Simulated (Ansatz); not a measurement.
C2H6BFSi can be A, `C=C(F)B[SiH3]`, or B, `CC1[SiH2]B1F`.

Computed with Ansatz on PBE0-D4/def2-TZVP structures; ΔE is electronic, products minus reactants. CCSD(T)/CBS adds triple-zeta CCSD(T) − MP2 to the extrapolated MP2 energy (def2 sets, frozen cores). Functionals use def2-TZVPP. B3LYP here is the variant with VWN-RPA as its local correlation; programs differ in this. One conformer a species, not always the lowest.

(1) Which isomer does CCSD(T)/CBS put lower? Give the gap. (Best estimate.)

(2) Give E(B) − E(A) in kJ/mol with B2PLYP, ωB97M-V, CCSD(T)/def2-TZVPP, HF/def2-TZVPP, MP2/def2-TZVPP, B3LYP-D4, B3LYP. (Best estimate.)

Largest T1 diagnostic: 0.013.

## Answers

(1) Ansatz gave: B, by 130.3 kJ/mol.

(2) The calculation gave: B2PLYP -124.6, ωB97M-V -132.1, CCSD(T)/def2-TZVPP -127.3, HF/def2-TZVPP -87.8, MP2/def2-TZVPP -146.5, B3LYP-D4 -117.1, B3LYP -116.1. None reverses the order clearly.

From PBE to PBE0 (25 % exact exchange), in def2-TZVPP and without D4, E(B) − E(A) moves by −3.0 kJ/mol. In def2-TZVPP, CCSD(T) changes the Hartree–Fock value by −39.5 kJ/mol (the triples alone add −3.2 kJ/mol) and MP2 by −58.7 kJ/mol.
